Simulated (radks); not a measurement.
Species: the thulium ion Tm30+. Configuration: [Kr] 4d3. Method: Dirac Kohn-Sham, SOGGA, spin-unpolarised, spherical densities, point nucleus; open shells are shared between the two j in proportion to 2j + 1; computed with a radial shooting solver on a logarithmic mesh with Libxc functionals. Some entries of the table are withheld. Estimate them.

orbital,occ.,eigenvalue (eV),r(max) (bohr)
1s1/2,2,-60313.26,0.01261
2s1/2,2,-11102.95,0.07208
2p1/2,2,-10635.86,0.05404
2p3/2,4,-9656.096,0.06036
3s1/2,2,-3338.048,0.2028
3p1/2,2,-3134.810,0.1905
3p3/2,4,-2924.075,0.2034
3d3/2,4,-2581.007,(1)
3d5/2,6,-2534.720,(2)
4s1/2,2,(3),0.4437
4p1/2,2,-1336.263,0.4414
4p3/2,4,-1275.006,0.4635
4d3/2,1.2,-1135.722,0.4507
4d5/2,1.8,-1122.780,0.4570
5s1/2,0,-778.1839,0.8202
5p1/2,0,-739.3736,0.8326
5p3/2,0,-714.7079,0.8641

Answer. 
(1) 3d3/2 r(max) (bohr): 0.1601
(2) 3d5/2 r(max) (bohr): 0.1637
(3) 4s1/2 eigenvalue (eV): -1421.214
